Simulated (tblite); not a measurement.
C8H14O.
SMILES with atom numbers: `[OH:1][CH2:2][CH:3]1[CH2:4][C:5]2([CH2:6][CH2:7][CH2:8]2)[CH2:9]1` (hydrogens: H10 on O1; H11, H12 on C2; H13 on C3; H14, H15 on C4; H16, H17 on C6; H18, H19 on C7; H20, H21 on C8; H22, H23 on C9)

Geometry (GFN2-xTB, Å), atoms numbered from 1 in this order:
```
atom  x, y, z in Å
O1     3.7058   -0.2768    0.4390
C2     2.6913    0.4669   -0.1957
C3     1.3828    0.4578    0.5854
C4     0.2151    1.2395   -0.0387
C5    -0.6792   -0.0034    0.0817
C6    -1.5703   -0.4539   -1.0855
C7    -2.7867   -0.4843   -0.1482
C8    -1.9096    0.0348    1.0010
C9     0.5445   -0.8325    0.5012
H10    3.3725   -1.1669    0.5990
H11    2.5170    0.0871   -1.2147
H12    3.0771    1.4874   -0.2695
H13    1.5862    0.7558    1.6156
H14    0.4034    1.5276   -1.0721
H15   -0.1194    2.1128    0.5175
H16   -1.2987   -1.4164   -1.5157
H17   -1.6425    0.2814   -1.8849
H18   -3.1907   -1.4802    0.0182
H19   -3.5988    0.1794   -0.4352
H20   -2.1687    1.0357    1.3415
H21   -1.8488   -0.6229    1.8661
H22    0.8795   -1.5112   -0.2841
H23    0.4333   -1.3907    1.4297
```

All values are computed: GFN2-xTB (tblite) harmonic vibrations without scaling, gas phase. Against measured fundamentals such values can be off by several per cent, at times by over 20. One conformer, not necessarily the lowest. The optimisation stopped once no atom felt more than 0.01 eV/Å.

Lowest wavenumbers of the output (negative numbers stand for imaginary wavenumbers):
```
mode    cm-1
  1     -20.1
  2      30.5
  3      88.3
  4     186.1
  5     281.8
  6     306.1
  7     347.9
  8     362.7
  9     401.1
 10     445.7
```

**Question.** Is this structure a minimum?

**Answer.** Not by this Hessian. 1 mode is imaginary beyond 20i (20i cm⁻¹), so at this level the point lies at or near a first-order saddle. The curvature is small, so loose convergence or finite differences may be the whole cause.

**Question.** Which atoms move in the imaginary mode?

**Answer.** 20i: C7 (four-membered-ring carbon) 32 %, H18 (methylene hydrogen) 14 %, H19 (methylene hydrogen) 14 %. These are shares of the mass-weighted motion.

**Question.** What is the remedy?

**Answer.** Step along that mode in both directions, optimise again with tighter thresholds and repeat the frequencies. The zero-point energy of this point (127.7 kcal/mol) counts the 62 real modes alone, and thermal corrections from it aren't those of a minimum.
